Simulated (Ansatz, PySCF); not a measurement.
# PbH2 in two programs

PbH2 (singlet), relaxed with PySCF 2.14.0, RKS PBE, Pb def2-SVP with ECP60, H def2-SVP; non-relativistic Hamiltonian with scalar-relativistic core potentials where named; density fitting; no spin-orbit coupling:

```xyz
3

Pb    0.0000    0.0000   -0.3056
H     1.3229    0.0000    1.0264
H    -1.3229    0.0000    1.0264
```

There the HOMO–LUMO gap is 2.11 eV. 

The same geometry by Ansatz 0.2.0 (PBE, PAW, a periodic box with 9 Å of vacuum):

```csv
spin-orbit coupling,gap (eV),largest force component (eV/Å)
without,2.17,0.13
```

What does the run with spin-orbit coupling give?

gap (eV): 2.21, largest force component (eV/Å): 0.32. It took 6.9 s on 2 threads of Arm Neoverse V1 (shared host), peak memory 1.2 GiB.

The spin-orbit runs use fully relativistic datasets of their own, so changes of a few hundredths of an eV needn't come from the coupling.
